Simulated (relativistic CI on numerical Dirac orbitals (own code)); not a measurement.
# Crystal-field levels of W³⁺, 5d3

Calculated by Dirac-Coulomb-Breit CI, orbitals from a KLI potential per configuration, QED by a radiative potential, valence Slater integrals scaled by 0.75, one configuration in a parametric crystal field (own radial code).

Field parameters in Wybourne normalisation: D3d B²₀ = −7Dσ, B⁴₀ = −14Dq − 21Dτ, B⁴₃ = −14√(10/7) Dq; D4h B²₀ = −7Ds, B⁴₀ = 21(Dq − Dt), B⁴₄ = 21√(5/14) Dq; Td as Oh with Dq negative (B⁴₀ = 21Dq, B⁴₄ = √(5/14) B⁴₀). The field is a parameter set, without covalency.

S and J are read from ⟨S²⟩ = S(S + 1) and ⟨J²⟩ = J(J + 1) of each level; they are not fictitious spins.

Td, 10Dq = -7200 cm⁻¹, the lowest 10 levels:

```
E (cm⁻¹)  Degeneracy  Irrep     S     J
     0.0           4     Γ8  1.37  2.23
    2354           2     Γ7  1.49  2.70
    4323           4     Γ8  1.46  3.29
    6306           2     Γ6  1.45  4.02
    7541           4     Γ8  0.91  3.53
    8649           4     Γ8  1.26  3.42
    9035           2     Γ7  1.33  3.35
   10179           2     Γ6  1.20  3.92
   11682           4     Γ8  1.14  4.11
   13336           2     Γ6  0.93  2.86
```

Td, 10Dq = -10000 cm⁻¹, the lowest 16 levels:

```csv
E (cm⁻¹),Degeneracy,Irrep,S,J
0.0,4,Γ8,1.27,2.60
2756,2,Γ7,1.49,2.74
4717,4,Γ8,1.44,3.42
6593,4,Γ8,0.90,3.47
6624,2,Γ6,1.46,4.02
10556,4,Γ8,1.21,3.38
11083,2,Γ7,1.15,3.36
11847,2,Γ6,0.93,4.13
13206,4,Γ8,0.91,4.18
14531,2,Γ6,0.92,2.82
15556,4,Γ8,1.06,2.94
15686,2,Γ7,1.00,3.47
15962,4,Γ8,1.18,4.09
16586,2,Γ6,1.11,3.74
18096,4,Γ8,0.87,3.89
20966,2,Γ6,1.30,2.29
```

D3d, 10Dq = 33900, Dσ = -500, Dτ = -140 cm⁻¹, the lowest 16 levels:

| E (cm⁻¹) | Degeneracy | Irrep | S | J |
| --- | --- | --- | --- | --- |
| 0.0 | 2 | Γ4 | 1.48 | 3.29 |
| 42.8 | 2 | Γ5+Γ6 | 1.48 | 3.29 |
| 10002 | 2 | Γ4 | 0.55 | 3.89 |
| 10949 | 2 | Γ5+Γ6 | 0.53 | 3.82 |
| 11783 | 2 | Γ4 | 0.51 | 3.80 |
| 12037 | 2 | Γ5+Γ6 | 0.52 | 4.02 |
| 12395 | 2 | Γ4 | 0.51 | 3.57 |
| 19513 | 2 | Γ4 | 0.54 | 3.67 |
| 20005 | 2 | Γ5+Γ6 | 0.55 | 3.56 |
| 21298 | 2 | Γ4 | 0.55 | 3.74 |
| 32676 | 2 | Γ4 | 1.49 | 3.13 |
| 33026 | 2 | Γ4 | 1.47 | 3.28 |
| 33150 | 2 | Γ5+Γ6 | 1.47 | 3.25 |
| 33545 | 2 | Γ4 | 1.48 | 3.30 |
| 34565 | 2 | Γ5+Γ6 | 1.46 | 3.24 |
| 35029 | 2 | Γ4 | 1.47 | 3.52 |

Principal g values of the ground doublet: 1.78, 3.45, 3.45.

D3d, 10Dq = 41400, Dσ = 270, Dτ = 340 cm⁻¹, the lowest 10 levels:

| E (cm⁻¹) | Degeneracy | Irrep | S | J |
| --- | --- | --- | --- | --- |
| 0.0 | 2 | Γ5+Γ6 | 1.48 | 3.34 |
| 23.2 | 2 | Γ4 | 1.48 | 3.34 |
| 9471 | 2 | Γ5+Γ6 | 0.54 | 3.83 |
| 11358 | 2 | Γ4 | 0.51 | 3.94 |
| 11784 | 2 | Γ4 | 0.51 | 3.88 |
| 12020 | 2 | Γ5+Γ6 | 0.51 | 3.92 |
| 12269 | 2 | Γ4 | 0.51 | 3.59 |
| 19836 | 2 | Γ4 | 0.54 | 3.47 |
| 20622 | 2 | Γ4 | 0.52 | 3.75 |
| 22120 | 2 | Γ5+Γ6 | 0.53 | 3.62 |

Principal g values of the ground doublet: 0.00, 0.00, 5.32.

D4h, 10Dq = 24400, Ds = 660, Dt = -90 cm⁻¹, the lowest 16 levels:

```
E (cm⁻¹)  Degeneracy  Irrep     S     J
     0.0           2     Γ7  1.47  3.22
    20.8           2     Γ6  1.48  3.22
    9772           2     Γ7  0.57  3.88
   10812           2     Γ6  0.57  3.76
   11419           2     Γ7  0.54  3.78
   11752           2     Γ6  0.53  3.83
   12279           2     Γ6  0.54  3.78
   18920           2     Γ7  0.62  3.67
   19439           2     Γ6  0.62  3.59
   20723           2     Γ7  0.65  3.78
   24630           2     Γ7  1.46  3.15
   25177           2     Γ7  1.44  3.07
   25184           2     Γ6  1.45  3.42
   25587           2     Γ7  1.43  3.28
   25741           2     Γ6  1.47  3.00
   26593           2     Γ6  1.46  3.58
```

Principal g values of the ground doublet: 1.57, 3.37, 3.37.

The free-ion ground term has S = 3/2. Every field shown keeps that spin.

Levels of this model without a field, named by their leading LS term (the scale mimics covalency, so terms lie below those of the real free ion): 4F_3/2 0, 4F_5/2 3008, 4F_7/2 5880, 4F_9/2 8233, 4P_3/2 10296, 4P_1/2 11429, 2G_7/2 14153, 2H_9/2 14603 cm⁻¹.
